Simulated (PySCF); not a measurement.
Compound: C₃H₇BBrF₃O.
Atom-mapped SMILES: `[CH3:1][O+:2]([BH2-:3][Br:4])[CH2:5][C:6]([F:7])([F:8])[F:9]` (hydrogens: H10, H11, H12 on C1; H13, H14 on B3; H15, H16 on C5)

Geometry (PBE0-D3(BJ)/def2-SVP, Å), atoms numbered from 1 in this order:
```
atom  x, y, z in Å
C1    -1.020    1.302   -0.086
O2    -0.398    0.012   -0.231
B3    -1.393   -1.245   -0.442
Br4   -2.275   -1.528    1.346
C5     0.738   -0.219    0.594
C6     2.002    0.118   -0.169
F7     3.053   -0.079    0.625
F8     2.138   -0.637   -1.249
F9     2.012    1.397   -0.562
H10   -0.241    2.071   -0.142
H11   -1.718    1.399   -0.923
H12   -1.565    1.330    0.869
H13   -2.174   -0.863   -1.282
H14   -0.650   -2.157   -0.725
H15    0.679    0.378    1.514
H16    0.745   -1.282    0.860
```

Computed at PBE0/pcSseg-1 (PySCF, non-relativistic), with Q(17O) = −0.0256 b, Q(11B) = 0.04059 b, Q(79Br) = 0.313 b: O2, 17O (I = 5/2): χzz = 12.45 MHz, η = 0.558; B3, 11B (I = 3/2): χzz = -3.174 MHz, η = 0.835; Br4, 79Br (I = 3/2): χzz = 315.5 MHz, η = 0.226.

Find the zero-field quadrupole resonance frequencies of 17O at O2.

From the eigenvalues of H = χ/[4I(2I − 1)] × [3Iz² − I(I + 1) + η(Ix² − Iy²)], steps between neighbouring levels, labelled as for η = 0: ±1/2↔±3/2 2.416 MHz, ±3/2↔±5/2 3.544 MHz (oxygen bonded to B and 2 C).

Find the zero-field quadrupole resonance frequencies of 11B at B3.

From ν = (|χ|/2)√(1 + η²/3): ν = 1.762 MHz (four-coordinate boron).

Where would the pure quadrupole (NQR) lines of 79Br at Br4 fall for the rigid, isolated species?

From ν = (|χ|/2)√(1 + η²/3): ν = 159.1 MHz (bromine bonded to B). For 81Br the ratio of quadrupole moments, 0.8354, gives 132.9 MHz.

Apply the simplest Townes–Dailey estimate (no s hybridisation, no π bonding), ionic character = 1 − χzz/χ0, where χ0 is the coupling for one missing p electron along the bond: 769.76 MHz for 79Br.

Br4 on B3: 1 − (315.5)/(769.76) = 0.59. In this model a purely covalent bond gives χ0 and a free halide ion gives zero; s hybridisation or π bonding, where present, is counted here as ionic character.

In a crystal, neighbours and librations shift these lines. The calculation is non-relativistic, for bromine too. With a basis this small, the couplings can be 20 % off.

The run behind these numbers computed NMR shieldings as well. On one thread, Arm Neoverse V1, no GPU, shared host, this took 36 s wall.

One conformer stands for the species.
